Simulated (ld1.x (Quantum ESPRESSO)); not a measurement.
# What one change does to a pseudopotential (strontium, TM)

ld1.x (Quantum ESPRESSO) 7.5 input, shortened:

```
&input
   title='Sr', zed=38., rel=1, dft='PBE', iswitch=3,
   config='[Kr] 4d0 5s2 5p0'
 /
 &inputp
   pseudotype=2, tm=.true., lloc=1,
   nlcc=.true., new_core_ps=.true., rcore=1.05
 /
3
5S  1  0   2.00   0.00  2.80  2.80  0.0
4D  3  2   0.00   0.00  2.40  2.40  0.0
4P  2  1   6.00   0.00  1.60  1.60  0.0
 &test
   configts(1)='4p6 4d0 5s2 5p0'
 /
```

Change: all radii but the core radius scaled by about 1.14 (s 3.20, p 1.84, d 2.74 bohr).

Cutoffs: the cutoffs (Ry, on a coarse ladder) from which the occupation-weighted sum of valence levels, in a spherical-Bessel basis at the reference potential, stays within 10 and 1 mRy of its value at 400 Ry; they do not see the model core or the augmentation charge, which bear on the density cutoff. Errors are all-electron minus pseudo energies relative to the spin-unpolarised reference configuration.

Task: How do hardness, ghosts and transferability respond?

Result: The potential gets softer (40 Ry and 80 Ry → 30 Ry and 55 Ry); both files keep a bound ghost (s); the number of tests that count goes from 7 to 6; of the 6 tests that both files solve, the error grows in 2 and shrinks in 2 by more than 15 % and 0.3 meV (median size 5.7 → 4.0 meV). A larger radius leaves more room for a smooth pseudo-wave, so fewer plane waves are needed.

```csv
quantity,base,changed
"cutoff, loose",40 Ry,30 Ry
"cutoff, tight",80 Ry,55 Ry
loose cutoff by channel (10 mRy a level),"s 6 Ry, p 30 Ry","s 6 Ry, p 15 Ry"
bound ghosts,s,s
"tests counted (converged, no solver errors)",7 of 7,6 of 7
"error for 4p6 4d0 5s1 5p0, meV [ΔE 5.89 eV]",-6.4,-0.7
"error for 4p6 4d0 5s0 5p0, meV [ΔE 16.89 eV]",-0.1,+2.8
"error for 4p6 4d0 5s1.5 5p0, meV [ΔE 2.34 eV]",-1.9,-0.3
"error for 4p6 4d1 5s1 5p0, meV [ΔE 2.32 eV]",-14,-16
"error for 4p6 4d0.5 5s1.5 5p0, meV [ΔE 1.15 eV]",-5.1,-5.2
"error for 4p6 4d0 5s0 5p2, meV [ΔE 4.71 eV]",+9.8,+26
```

Changed file: Tests not counted: 4p5 4d0 5s2 5p0 (solver errors, printed error -5.6 eV). A true bound ghost makes a file unfit for plane-wave use even where its test errors are small: the radial tests pick states by their node count and pass the ghost by. Where a test does run into it, the solver fails or the error is huge.
